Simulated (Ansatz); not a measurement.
`O/C(Cl)=[CH]/[GaH2]`, charge 0, multiplicity 1.

(1) Give a relaxed structure at PBE0-D4/def2-TZVP (the Gaussian-basis code of Ansatz). (An estimate is asked.)

## Answers

(1) The calculation gave: 
Cartesian coordinates in Å:
```
O -0.162 -1.950 1.188
C -0.062 -0.687 0.757
Cl 0.008 0.459 2.065
C -0.019 -0.344 -0.531
Ga 0.125 1.435 -1.266
H -0.176 -1.969 2.151
H -0.076 -1.201 -1.199
H 0.156 1.566 -2.829
H 0.207 2.691 -0.336
```
Point group Cs.
This is one stationary point; other conformers may exist.
